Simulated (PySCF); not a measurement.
Molecule: `[SiH2]([SiH2][SiH3])[SiH2][SiH3]`, H12Si5.

Molfile (atoms numbered from 1):
```
H12Si5
     RDKit          3D

 17 16  0  0  0  0  0  0  0  0999 V2000
    2.2968    0.9203   -0.9328 Si  0  0  0  0  0  4  0  0  0  0  0  0
    1.6839   -0.9943    0.2745 Si  0  0  0  0  0  4  0  0  0  0  0  0
    0.0401   -0.4051    1.8459 Si  0  0  0  0  0  4  0  0  0  0  0  0
   -2.0587   -0.5631    0.8114 Si  0  0  0  0  0  4  0  0  0  0  0  0
   -2.0566    0.5497   -1.2538 Si  0  0  0  0  0  4  0  0  0  0  0  0
    1.1102    1.5241   -1.6109 H   0  0  0  0  0  0  0  0  0  0  0  0
    3.3327    0.6064   -1.9644 H   0  0  0  0  0  0  0  0  0  0  0  0
    2.8562    1.9246    0.0239 H   0  0  0  0  0  0  0  0  0  0  0  0
    2.9026   -1.5340    0.9564 H   0  0  0  0  0  0  0  0  0  0  0  0
    1.1438   -2.0478   -0.6420 H   0  0  0  0  0  0  0  0  0  0  0  0
    0.2806    0.9998    2.3047 H   0  0  0  0  0  0  0  0  0  0  0  0
    0.0886   -1.3102    3.0375 H   0  0  0  0  0  0  0  0  0  0  0  0
   -2.3478   -2.0124    0.5685 H   0  0  0  0  0  0  0  0  0  0  0  0
   -3.1332   -0.0030    1.6907 H   0  0  0  0  0  0  0  0  0  0  0  0
   -1.1216   -0.1447   -2.1920 H   0  0  0  0  0  0  0  0  0  0  0  0
   -3.4264    0.5491   -1.8528 H   0  0  0  0  0  0  0  0  0  0  0  0
   -1.6053    1.9646   -1.0845 H   0  0  0  0  0  0  0  0  0  0  0  0
  1  2  1  0
  2  3  1  0
  3  4  1  0
  4  5  1  0
  1  6  1  0
  1  7  1  0
  1  8  1  0
  2  9  1  0
  2 10  1  0
  3 11  1  0
  3 12  1  0
  4 13  1  0
  4 14  1  0
  5 15  1  0
  5 16  1  0
  5 17  1  0
M  END
```

Geometry PBE0-D3(BJ)/def2-SVP throughout; GIAO in PySCF 2.14.0 with density-fitted response routines, gas phase, one conformer, non-relativistic; equivalent atoms averaged; functional PBE0.

For orientation, 6-311+G(2d,p) gives these absolute shieldings σ: Si3 457.0, Si2/Si4 458.8, Si1/Si5 446.8, H6/H7/H8/H15/H16/H17 27.57, H11/H12 27.57, H9/H10/H13/H14 27.67 ppm.

A run gave: Si3 517.5, Si2/Si4 519.2, Si1/Si5 504.5, H6/H7/H8/H15/H16/H17 27.73, H11/H12 27.75, H9/H10/H13/H14 27.85 ppm (absolute shieldings σ).

Question: Which basis set was used in that run?
A. def2-SVP
B. STO-3G
C. 6-31G*
D. def2-TZVP

Answer: A. Si2/Si4 tells them apart best: def2-SVP gives 519.2, def2-TZVP gives 450.0, 6-31G* gives 499.6, STO-3G gives 596.1 ppm.
